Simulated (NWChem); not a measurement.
The numbers come from NWChem runs, not from measurements. System: trisilane (H8Si3), charge 0, spin multiplicity 1, at a geometry optimised with B3LYP/def2-SVP. Level: EOM-CCSD/6-31+G* (spherical d), 15 core orbitals frozen.

Input file:

```
start mol
memory heap 100 mb stack 700 mb global 1900 mb
geometry units angstroms nocenter noautoz
  Si     0.088364    -1.951343     0.423011
  Si     0.000000     0.000000    -0.899493
  Si    -0.088364     1.951343     0.423011
  H      0.137076    -3.172074    -0.435181
  H      1.303873    -1.926615     1.289921
  H     -1.117854    -2.030190     1.299620
  H     -1.207788    -0.054514    -1.780065
  H      1.207788     0.054514    -1.780065
  H      1.117854     2.030190     1.299620
  H     -1.303873     1.926615     1.289921
  H     -0.137076     3.172074    -0.435181
  symmetry group C2
end
basis spherical
  * library 6-31+g*
end
scf
  rhf
  nopen 0
  maxiter 100
  thresh 1e-7
  semidirect memsize 60000000 filesize 0
end
tce
  freeze core 15
  ccsd
  nroots 2
  2eorb
  2emet 13
  thresh 1e-5
  maxiter 200
  tilesize 24
  dipole
end
task tce energy
```

NWChem printed:

```
             Northwest Computational Chemistry Package (NWChem) 7.3.0
             --------------------------------------------------------

                                NWChem Input Module
                                -------------------

 Scaling coordinates for geometry "geometry" by  1.889725989
 (inverse scale =  0.529177249)

 Turning off AUTOSYM since
 SYMMETRY directive was detected!

                             Geometry "geometry" -> ""
                             -------------------------

 Output coordinates in angstroms (scale by  1.889725989 to convert to a.u.)

  No.       Tag          Charge          X              Y              Z
 ---- ---------------- ---------- -------------- -------------- --------------
    1 Si                  14.0000     0.08836400    -1.95134300     0.42301100
    2 Si                  14.0000     0.00000000     0.00000000    -0.89949300
    3 Si                  14.0000    -0.08836400     1.95134300     0.42301100
    4 H                    1.0000     0.13707600    -3.17207400    -0.43518100
    5 H                    1.0000     1.30387300    -1.92661500     1.28992100
    6 H                    1.0000    -1.11785400    -2.03019000     1.29962000
    7 H                    1.0000    -1.20778800    -0.05451400    -1.78006500
    8 H                    1.0000     1.20778800     0.05451400    -1.78006500
    9 H                    1.0000     1.11785400     2.03019000     1.29962000
   10 H                    1.0000    -1.30387300     1.92661500     1.28992100
   11 H                    1.0000    -0.13707600     3.17207400    -0.43518100

 Effective nuclear repulsion energy (a.u.)     191.3856188051

            Nuclear Dipole moment (a.u.)
            ----------------------------
        X                 Y               Z
 ---------------- ---------------- ----------------
     0.0000000000     0.0000000000    -0.0000075589

      Symmetry information
      --------------------

 Group name             C2
 Group number              4
 Group order               2
 No. of unique centers     6

      Symmetry unique atoms

     1    2    4    5    6    7


 Summary of "ao basis" -> "" (spherical)
 ------------------------------------------------------------------------------
       Tag                 Description            Shells   Functions and Types
 ---------------- ------------------------------  ------  ---------------------
 *                          6-31+g*                   on all atoms

 Summary of "ao basis" -> "ao basis" (spherical)
 ------------------------------------------------------------------------------
       Tag                 Description            Shells   Functions and Types
 ---------------- ------------------------------  ------  ---------------------
 Si                         6-31+g*                 10       22   5s4p1d
 H                          6-31+g*                  2        2   2s

                                 NWChem SCF Module
                                 -----------------

  ao basis        = "ao basis"
  functions       =    82
  atoms           =    11
  closed shells   =    25
  open shells     =     0
  charge          =   0.00
  wavefunction    = RHF
  use symmetry    = T
  symmetry adapt  = T

 Summary of "ao basis" -> "ao basis" (spherical)
 ------------------------------------------------------------------------------
       Tag                 Description            Shells   Functions and Types
 ---------------- ------------------------------  ------  ---------------------
 Si                         6-31+g*                 10       22   5s4p1d
 H                          6-31+g*                  2        2   2s

      Symmetry analysis of basis
      --------------------------

        a          42
        b          40

 Forming initial guess at       0.0s

      Superposition of Atomic Density Guess
      -------------------------------------

 Sum of atomic energies:        -870.43919495

      Non-variational initial energy
      ------------------------------

 Total energy =    -871.337235
 1-e energy   =   -1586.679727
 2-e energy   =     523.956873
 HOMO         =      -0.303155
 LUMO         =       0.033673

      Symmetry analysis of molecular orbitals - initial
      -------------------------------------------------

  Numbering of irreducible representations:

     1 a           2 b

  Orbital symmetries:

     1 a           2 b           3 a           4 a           5 b
     6 a           7 b           8 a           9 b          10 a
    11 b          12 b          13 a          14 a          15 b
    16 a          17 b          18 a          19 b          20 a
    21 b          22 a          23 b          24 a          25 b
    26 a          27 a          28 b          29 b          30 a
    31 b          32 a          33 a          34 b          35 a

 Starting SCF solution at       0.5s

 ----------------------------------------------
         Quadratically convergent ROHF

 Convergence threshold     :          1.000E-07
 Maximum no. of iterations :          100
 Final Fock-matrix accuracy:          1.000E-09
 ----------------------------------------------

              iter       energy          gnorm     gmax       time
             ----- ------------------- --------- --------- --------
                 1     -871.3418929487  5.06D-01  1.24D-01      0.5
                 2     -871.3837991272  1.05D-01  2.51D-02      0.6
                 3     -871.3852813455  5.15D-03  1.22D-03      0.6
                 4     -871.3852855346  9.25D-06  2.86D-06      0.7
                 5     -871.3852855347  2.37D-09  4.95D-10      0.8
[...]
   0.0564758546650   0.2849305233539    7.75336     0.5     0.5

 Iteration   4 using    8 trial vectors
   0.0359684932706   0.2681015502111    7.29542
   0.0427131473013   0.2791232987851    7.59533     0.5     0.5

 Iteration   5 using   10 trial vectors
   0.0293241305349   0.2650737603454    7.21303
   0.0260547791260   0.2759212193662    7.50820     0.5     0.5

 Iteration   6 using   12 trial vectors
   0.0170842745797   0.2641874648520    7.18891
   0.0199465740247   0.2750398908694    7.48422     0.5     0.5

 Iteration   7 using   14 trial vectors
   0.0126860393963   0.2639634803504    7.18281
   0.0238356644479   0.2744560003497    7.46833     0.5     0.5

 Iteration   8 using   16 trial vectors
   0.0115145342290   0.2636754442283    7.17498
   0.0237998907490   0.2733450174352    7.43810     0.5     0.5

 Iteration   9 using   18 trial vectors
   0.0086980794939   0.2635375454205    7.17122
   0.0165587614917   0.2726582598674    7.41941     0.5     0.5

 Iteration  10 using   20 trial vectors
   0.0060135831789   0.2635035605310    7.17030
   0.0116724399014   0.2724401440681    7.41348     0.5     0.5

 Iteration  11 using   22 trial vectors
   0.0046544974671   0.2634293317659    7.16828
   0.0100502848491   0.2722109974065    7.40724     0.5     0.5

 Iteration  12 using   24 trial vectors
   0.0032999929412   0.2633909222015    7.16723
   0.0077925447652   0.2720157789785    7.40193     0.5     0.5

 Iteration  13 using   26 trial vectors
   0.0019327238858   0.2633974983324    7.16741
   0.0049573616637   0.2719735397743    7.40078     0.5     0.5

 Iteration  14 using   28 trial vectors
   0.0011332728086   0.2633929500780    7.16729
   0.0034033118969   0.2719493547172    7.40012     0.5     0.5

 Iteration  15 using   30 trial vectors
   0.0006752443950   0.2633886421567    7.16717
   0.0022461106457   0.2719269877802    7.39951     0.5     0.5

 Iteration  16 using   32 trial vectors
   0.0003639787356   0.2633902670721    7.16722
   0.0012212948904   0.2719283857795    7.39955     0.5     0.5

 Iteration  17 using   34 trial vectors
   0.0001808537614   0.2633904515118    7.16722
   0.0006278721471   0.2719270022319    7.39951     0.5     0.5

 Iteration  18 using   36 trial vectors
   0.0000989844332   0.2633902568579    7.16722
   0.0003617688664   0.2719249533925    7.39946     0.6     0.6

 Iteration  19 using   38 trial vectors
   0.0000553651699   0.2633902312186    7.16722
   0.0002046280827   0.2719254715598    7.39947     0.6     0.6

 Iteration  20 using   40 trial vectors
   0.0000293911338   0.2633902137029    7.16722
   0.0001144116314   0.2719258323771    7.39948     0.6     0.6

 Iteration  21 using   42 trial vectors
   0.0000145776403   0.2633901784534    7.16721
   0.0000648042299   0.2719257217186    7.39948     0.6     0.6

 Iteration  22 using   44 trial vectors
   0.0000077127752   0.2633901573541    7.16721
   0.0000397153733   0.2719256825971    7.39948     0.6     0.6

 Iteration  23 using   45 trial vectors
   0.0000054805655   0.2633901600982    7.16721
   0.0000243073808   0.2719256901218    7.39948     0.3     0.3

 Iteration  24 using   46 trial vectors
   0.0000044196418   0.2633901525170    7.16721
   0.0000134885110   0.2719255906307    7.39947     0.3     0.3

 Iteration  25 using   47 trial vectors
   0.0000041817398   0.2633901557729    7.16721
   0.0000072244705   0.2719256016392    7.39948     0.3     0.3
 --------------------------------------------------------------
 Iterations converged
 ------------------

 Excited state root  1
 Excitation energy / hartree =        0.263390155772893
                   / eV      =        7.167213857576890
 largest EOMCCSD amplitudes: R1 and R2

 Singles contributions
    26a   (alpha) ---    25b   (alpha)       -0.7232442708
    28a   (alpha) ---    25b   (alpha)       -0.3142657057
    32a   (alpha) ---    25b   (alpha)        0.2804152155
    36a   (alpha) ---    25b   (alpha)       -0.3088651907
    38a   (alpha) ---    25b   (alpha)        0.1730012514
    41b   (alpha) ---    24a   (alpha)        0.1049235689

 Doubles contributions
 ------------------

 Excited state root  2
 Excitation energy / hartree =        0.271925601639217
                   / eV      =        7.399475255935552
 largest EOMCCSD amplitudes: R1 and R2

 Singles contributions
    26a   (alpha) ---    25b   (alpha)        0.1485405351
    28a   (alpha) ---    25b   (alpha)       -0.6873536061
    32a   (alpha) ---    25b   (alpha)        0.1444160865
    36a   (alpha) ---    25b   (alpha)        0.4291858589
    38a   (alpha) ---    25b   (alpha)       -0.1236727176
    42a   (alpha) ---    25b   (alpha)        0.2288272516
    27b   (alpha) ---    24a   (alpha)        0.1357799319
    31b   (alpha) ---    24a   (alpha)       -0.1354125942
    35b   (alpha) ---    24a   (alpha)        0.1371851165
    41b   (alpha) ---    24a   (alpha)       -0.1193302902

 Doubles contributions

 No. of initial left vectors    2

 EOM-CCSD left-hand side iterations
 --------------------------------------------------------------
      Residuum       Omega / hartree  Omega / eV    Cpu    Wall
 --------------------------------------------------------------

 Iteration   1 using    2 trial vectors
   0.3660674104369   0.3485045572782    9.48330
   0.3684185556257   0.3666180337939    9.97619     0.8     0.8

 Iteration   2 using    4 trial vectors
   0.0756279969893   0.2769526465360    7.53627
   0.0776894203135   0.2927197940965    7.96531     0.9     0.9

 Iteration   3 using    6 trial vectors
   0.0436073463547   0.2718696218382    7.39795
   0.0560668388824   0.2856034390753    7.77167     0.9     0.9

 Iteration   4 using    8 trial vectors
   0.0360850981844   0.2683038277029    7.30092
   0.0425285699840   0.2795271643821    7.60632     0.9     0.9

 Iteration   5 using   10 trial vectors
   0.0296595173367   0.2650552389881    7.21252
   0.0261149166485   0.2760093330023    7.51060     0.9     0.9

 Iteration   6 using   12 trial vectors
   0.0167895026725   0.2642231126295    7.18988
   0.0196724110645   0.2750863481079    7.48548     0.9     0.9

 Iteration   7 using   14 trial vectors
   0.0119516951815   0.2640173808740    7.18428
   0.0233846318089   0.2744689777026    7.46868     0.9     0.9

 Iteration   8 using   16 trial vectors
   0.0107935797607   0.2636935897242    7.17547
   0.0235435586397   0.2732516561954    7.43556     0.9     0.9

 Iteration   9 using   18 trial vectors
   0.0082686501031   0.2635528495132    7.17164
   0.0164750035600   0.2725794083776    7.41727     0.9     0.9

 Iteration  10 using   20 trial vectors
   0.0056786079566   0.2635231315420    7.17083
   0.0114512230876   0.2724171224442    7.41285     0.9     0.9

 Iteration  11 using   22 trial vectors
   0.0043361757834   0.2634330386798    7.16838
   0.0097375272403   0.2722011584498    7.40697     0.9     0.9

 Iteration  12 using   24 trial vectors
   0.0031380550153   0.2633867016064    7.16712
   0.0077142254230   0.2720054878956    7.40165     1.0     1.0

 Iteration  13 using   26 trial vectors
   0.0018502148814   0.2633974112356    7.16741
   0.0049430632848   0.2719726969316    7.40076     1.0     1.0

 Iteration  14 using   28 trial vectors
   0.0010824042886   0.2633929600768    7.16729
   0.0034036555123   0.2719438760345    7.39997     1.0     1.0

 Iteration  15 using   30 trial vectors
   0.0006421643979   0.2633881695837    7.16716
   0.0022343375325   0.2719221959841    7.39938     1.0     1.0

 Iteration  16 using   32 trial vectors
   0.0003504515480   0.2633900743874    7.16721
   0.0012268864046   0.2719277937002    7.39953     1.0     1.0

 Iteration  17 using   34 trial vectors
   0.0001749777164   0.2633901614409    7.16721
   0.0006323903638   0.2719261688967    7.39949     1.1     1.1

 Iteration  18 using   36 trial vectors
   0.0000953000361   0.2633900176330    7.16721
   0.0003641425186   0.2719240475837    7.39943     1.1     1.1

 Iteration  19 using   38 trial vectors
   0.0000530184719   0.2633901544590    7.16721
   0.0002059017434   0.2719252199112    7.39946     1.1     1.1

 Iteration  20 using   40 trial vectors
   0.0000279798459   0.2633901899322    7.16721
   0.0001150881393   0.2719256630237    7.39948     1.1     1.1

 Iteration  21 using   42 trial vectors
   0.0000136773418   0.2633901567044    7.16721
   0.0000645858885   0.2719255235883    7.39947     1.2     1.2

 Iteration  22 using   44 trial vectors
   0.0000070599129   0.2633901355273    7.16721
   0.0000392856593   0.2719255929131    7.39948     1.2     1.2

 Iteration  23 using   45 trial vectors
   0.0000051247403   0.2633901345083    7.16721
   0.0000239476547   0.2719256642776    7.39948     0.8     0.8

 Iteration  24 using   46 trial vectors
   0.0000043645316   0.2633901237876    7.16721
   0.0000133398757   0.2719255518620    7.39947     0.8     0.8

 Iteration  25 using   47 trial vectors
   0.0000041663838   0.2633901266497    7.16721
   0.0000071709364   0.2719255538816    7.39947     0.8     0.8
 --------------------------------------------------------------
 Iterations converged

 Excited state root  1
 Excitation energy / hartree =        0.263390155772893
                   / eV      =        7.167213857576890

 EOM-CCSD transition moments / hartree
 --------------------------------------------
 X    0.0304735 Y    0.6745124 Z    0.0000000
 Oscillator Strength                0.0800523
 --------------------------------------------

 EOM-CCSD dipole moments / hartree & Debye
 ------------------------------------
   X         0.0000000      0.0000000
   Y        -0.0000000     -0.0000000
   Z         0.2707303      0.6881329
 Total       0.2707303      0.6881329
 ------------------------------------

 Singles contributions
    26a   (alpha) ---    25b   (alpha)       -0.7232442708
    28a   (alpha) ---    25b   (alpha)       -0.3142657057
    32a   (alpha) ---    25b   (alpha)        0.2804152155
    36a   (alpha) ---    25b   (alpha)       -0.3088651907
    38a   (alpha) ---    25b   (alpha)        0.1730012514
    41b   (alpha) ---    24a   (alpha)        0.1049235689

 Doubles contributions

 Excited state root  2
 Excitation energy / hartree =        0.271925601639217
                   / eV      =        7.399475255935552

 Task  times  cpu:      140.2s     wall:      140.2s

 Total times  cpu:      140.2s     wall:      140.2s
```
